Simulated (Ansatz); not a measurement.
One change: `[CH3][In]([CH3])[NH2]` becomes `[CH3][Ga]([CH3])[NH2]`.

Ansatz, PBE0-D4/def2-TZVP geometries, multiplicity 1. Each molecule was computed in one conformer, which needn't be the lowest.

Elements past krypton have def2 core potentials. Scalar relativity is left out up to krypton.

```tsv
property	`[CH3][In]([CH3])[NH2]`
LUMO energy (B3LYP/def2-TZVPP) / eV	-0.61
LUMO energy (PBE0/def2-TZVPP) / eV	-0.33
HOMO–LUMO gap (ωB97M-V/def2-TZVPP) / eV	9.90
LUMO energy (PBE/def2-TZVPP) / eV	-1.04
HOMO energy (B3LYP/def2-TZVPP) / eV	-6.33
HOMO–LUMO gap (B3LYP/def2-TZVPP) / eV	5.72
```

**Question.** What does the change do to each property? (Best estimate.)

**Answer.** The calculation gave: 
```
                               property  `[CH3][Ga]([CH3])[NH2]`  shift
    LUMO energy (B3LYP/def2-TZVPP) / eV                    -0.07   0.54
     LUMO energy (PBE0/def2-TZVPP) / eV                     0.21   0.54
HOMO–LUMO gap (ωB97M-V/def2-TZVPP) / eV                    11.27   1.37
      LUMO energy (PBE/def2-TZVPP) / eV                    -0.59   0.45
    HOMO energy (B3LYP/def2-TZVPP) / eV                    -6.77  -0.44
  HOMO–LUMO gap (B3LYP/def2-TZVPP) / eV                     6.70   0.98
```

With PBE0 the HOMO falls by 0.44 eV and the LUMO rises by 0.54 eV, so the gap widens by about 0.98 eV. PBE moves the HOMO by -0.40 eV and ωB97M-V by -0.45 eV.

B3LYP here is the variant with VWN-RPA as its local correlation; programs differ in this.
